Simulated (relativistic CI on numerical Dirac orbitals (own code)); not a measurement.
# d1 to d9 in one tetrahedral field

Computed with a parametric ligand-field model without spin-orbit coupling, by exact diagonalisation: B = 740, C = 3530, 10Dq = -3500 cm⁻¹ (Td; |10Dq|/B = 4.7) for every shell. Energies in cm⁻¹; the field energy is (0.6 n_e − 0.4 n_t2) × 10Dq of the ground term; g labels are left out.

```csv
Shell,Ground term,Electrons in e,Field energy,First spin-allowed bands,Lowest term of other spin
d1,2E,1.000,-2100,2T2 3500,
d2,3A2,2.000,-4200,"3T2 3500, 3T1 6087",1E 12208
d3,4T1,1.876,-2368,"4T2 2947, 4A2 6447",2E 12247
d4,5T2,2.000,-1400,5E 3500,3T1 15224
d5,6A1,2.000,0,none,4T1 23401
d6,5E,3.000,-2100,5T2 3500,3T1 15568
d7,4A2,4.000,-4200,"4T2 3500, 4T1 6087",2E 15134
d8,3T1,3.876,-2368,"3T2 2947, 3A2 6447",1T2 11636
d9,2T2,4.000,-1400,2E 3500,
```

Every shell keeps the spin of the free ion. Tetrahedral fields of 3d complexes are almost always too weak to pair spins. High-spin d^(n+5) repeats the spin-allowed bands of d^n, since the half-filled shell is spherical.
